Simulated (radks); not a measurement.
Values are calculated unless marked as measured or tabulated.
Valence configurations of the arsenic ion As+ (all share [Ar]). Level of theory: scalar-relativistic Kohn-Sham, SCAN, spin-unpolarised, spherical densities, finite nucleus; meta-GGA in the generalised Kohn-Sham scheme; Fermi nuclear charge, rms radius 4.0968 fm (a radial shooting solver on a logarithmic mesh with Libxc functionals). Energies are relative to 3d10 4s2 4p2; eigenvalues in eV.

| valence | E (eV) | e(3d) | e(4p) | e(4s) |
|---|---|---|---|---|
| 3d10 4s2 4p2 | 0.000 | -51.345 | -13.456 | -23.933 |
| 3d10 4s1 4p3 | 10.486 | -53.069 | -14.170 | -24.672 |
| 3d9.5 4s2 4p2.5 | 20.083 | -56.925 | -14.452 | -25.409 |
| 3d10 4p4 | 21.018 | -54.705 | -14.805 | - |
| 3d9.5 4s0.5 4p4 | 36.568 | -59.380 | -15.460 | -26.487 |
| 3d9.5 4p4.5 | 42.087 | -60.166 | -15.762 | - |
| 3d9 4s2 4p3 | 42.492 | -62.625 | -15.427 | -26.846 |
| 3d9 4s1 4p4 | 53.941 | -64.213 | -16.097 | -27.574 |
| 3d8.5 4s1 4p4.5 | 79.195 | -69.970 | -17.034 | -28.965 |

NIST lists [Ar] 3d10 4s2 4p2 as the ground configuration; this level of theory agrees among the configurations tried. The energies are those of spherical spin-averaged densities, not of single terms.
